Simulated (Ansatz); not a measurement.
Cost and result up the ladder for the cluster Li₇Sn (8 atoms). Charge 0, multiplicity 2. Geometry: PBE0-D4/def2-TZVP.

| atom | x (Å) | y (Å) | z (Å) |
| --- | --- | --- | --- |
| Li1 | 0.659 | 1.576 | -0.054 |
| Li2 | 1.692 | -0.994 | -1.980 |
| Li3 | -1.653 | 0.702 | 1.315 |
| Li4 | 0.154 | 2.907 | 2.778 |
| Li5 | 0.981 | -0.115 | 2.198 |
| Li6 | -1.157 | -0.094 | -2.345 |
| Li7 | -0.532 | -2.965 | -1.855 |
| Sn8 | -0.145 | -1.017 | -0.056 |

Ansatz on 4 threads of Intel Xeon Platinum 8488C on a shared host. Times are rough, and most runs start from the orbitals of an earlier one. PBE0-D4/def2-TZVPD serves as the yardstick here, not as an exact answer. Differences are given only for rows in sets of like size (and for xTB, whose basis is part of the method), since another set adds its own error. Binding counts from free atoms at the same level (Li doublet, Sn triplet; other spins of the atoms weren't run), without zero-point energy or a counterpoise term.

In the def2 sets Sn takes a core potential; there is no spin–orbit coupling. LC-ωPBE has ω = 0.4 bohr⁻¹. B3LYP takes the VWN-RPA correlation. HSE06 is defined as in plane-wave codes, on full-range PBE exchange. Correlated methods freeze 4 core orbitals; core or outer-core shells of Li, Sn are correlated, in sets that lack core-valence functions. In CCSD on the charge 0 doublet the largest single amplitude is 0.17, so its Hartree–Fock determinant may place the open shell otherwise than the density functionals do. The structure comes from a short search, and lower isomers may exist.

Correlated methods converge slowly with the basis.

| level | functions | wall time | binding energy per atom (eV) | difference from PBE0-D4/def2-TZVPD (eV) | remarks |
| --- | --- | --- | --- | --- | --- |
| PBE-D4/def2-TZVP | 148 | 2.3 s | 1.27 | 0.03 | – |
| BLYP-D4/def2-TZVP | 148 | 2.9 s | 1.17 | -0.07 | – |
| B3LYP-D4/def2-TZVP | 148 | 3.6 s | 1.19 | -0.05 | – |
| PBE0-D4/def2-SVP | 89 | 4.5 s | 1.27 | – | – |
| HSE06-D4/def2-TZVP | 148 | 4.5 s | 1.24 | 0.00 | – |
| PBE-D4/def2-TZVPD | 175 | 4.5 s | 1.27 | 0.03 | – |
| B97M-V/def2-TZVP | 148 | 8.5 s | 1.24 | 0.00 | – |
| PBE0-D4/def2-TZVPD | 175 | 9 s | 1.24 | 0.00 | – |
| PBE0-D4/def2-TZVP (with forces) | 148 | 9.5 s | 1.24 | 0.00 | – |
| LC-ωPBE/def2-TZVP | 148 | 11 s | 1.17 | -0.07 | – |
| r2SCAN-D4/def2-TZVP | 148 | 11 s | 1.26 | 0.02 | spin-contaminated (⟨S²⟩ 0.87) |
| r2SCANh-D4/def2-TZVP | 148 | 13 s | 1.25 | 0.01 | spin-contaminated (⟨S²⟩ 0.88) |
| r2SCAN-D4/def2-TZVPD | 175 | 13 s | 1.26 | 0.02 | spin-contaminated (⟨S²⟩ 0.88) |
| CCSD(T)/def2-TZVP | 148 | 82 s | 1.17 | -0.07 | large T1 (0.049), spin-contaminated (⟨S²⟩ 1.22) |
